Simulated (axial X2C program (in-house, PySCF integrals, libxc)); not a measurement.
## CCSD spin-free against experiment

All values come from calculations with an axial X2C code built on PySCF integrals, spin-free (one-electron X2C) or two-component (2c: spin–orbit coupling with atomic mean-field Coulomb and Gaunt terms, which also bring small scalar terms), in Dyall basis sets with cores contracted in-house; open shells are unrestricted.

Dyall triple-zeta sets (v3z, cv3z or av3z by atom and run). Coupled cluster in natural virtuals with an MP2 remainder.

Measured values: Huber and Herzberg, Constants of Diatomic Molecules (1979). Errors are computed minus measured. MP2 and coupled cluster freeze inner shells, in many runs the outer core of a metal too (1s of Li among them), which lengthens bonds; no counterpoise correction.

```
molecule  state  measured Re (Å)  measured ωe (cm⁻¹)
      NH    3Σ-          1.03621             3282.27
      BH    1Σ+           1.2324              2366.9
      PN    1Σ+          1.49087             1337.24
     LiH    1Σ+           1.5957             1405.65
      HI    1Σ+          1.60916             2309.01
     MgH    2Σ+           1.7297              1495.2
     MnH     7Σ           1.7311                1548
     NaH    1Σ+           1.8874              1172.2
      S₂   3Σg-           1.8892              725.65
      P₂   1Σg+           1.8934              780.77
      IF    1Σ+          1.90976              610.24
     PbO    1Σ+          1.92181                 721
     GeS    1Σ+          2.01209               575.8
    AlCl    1Σ+          2.13011               481.3
    BrCl    1Σ+          2.13606             444.276
     SnS    1Σ+          2.20903              487.26
      KH    n/a           2.2425               983.6
     PbS    1Σ+          2.28686               429.4
     CaS    1Σ+           2.3178              462.23
    GeTe    1Σ+          2.34016               323.9
     RbH    1Σ+            2.367              936.94
     LiI    1Σ+          2.39192              498.16
    TlCl    1Σ+          2.48483                 n/a
     AlI    1Σ+           2.5371               316.1
```

CCSD spin-free gives:

```csv
molecule,correlated electrons,Re (Å),ωe (cm⁻¹)
NH,6,1.038,3293.0
BH,4,1.235,2358.5
PN,10,1.494,1377.8
LiH,2,1.606,1396.0
HI,8,1.610,2338.5
MgH,3,1.738,1492.5
MnH,8,1.740,1561.0
NaH,10,1.887,1180.2
S₂,12,1.902,737.5
P₂,10,1.900,806.5
IF,14,1.906,636.6
PbO,10,1.913,784.2
GeS,10,2.021,586.5
AlCl,10,2.156,475.0
BrCl,14,2.154,444.7
SnS,10,2.222,498.8
KH,10,2.249,992.0
PbS,10,2.300,449.5
CaS,8,2.373,446.3
GeTe,10,2.351,332.7
RbH,10,2.377,938.6
LiI,8,2.421,487.6
TlCl,20,2.520,274.2
AlI,10,2.558,316.7
```

(1) Work out the errors, computed minus measured.

(2) What are the mean, mean absolute and worst errors of Re over these?

Answers

(1) 

| molecule | error of Re (Å) | error of ωe (%) |
| --- | --- | --- |
| NH | 0.002 | 0.3 |
| BH | 0.003 | -0.4 |
| PN | 0.003 | 3.0 |
| LiH | 0.010 | -0.7 |
| HI | 0.001 | 1.3 |
| MgH | 0.008 | -0.2 |
| MnH | 0.009 | 0.8 |
| NaH | 0.000 | 0.7 |
| S₂ | 0.013 | 1.6 |
| P₂ | 0.007 | 3.3 |
| IF | -0.004 | 4.3 |
| PbO | -0.009 | 8.8 |
| GeS | 0.009 | 1.9 |
| AlCl | 0.026 | -1.3 |
| BrCl | 0.018 | 0.1 |
| SnS | 0.013 | 2.4 |
| KH | 0.006 | 0.9 |
| PbS | 0.013 | 4.7 |
| CaS | 0.055 | -3.4 |
| GeTe | 0.011 | 2.7 |
| RbH | 0.010 | 0.2 |
| LiI | 0.029 | -2.1 |
| TlCl | 0.035 | n/a |
| AlI | 0.021 | 0.2 |

(2) Mean 0.012 Å, mean absolute 0.013 Å, worst 0.056 (CaS).
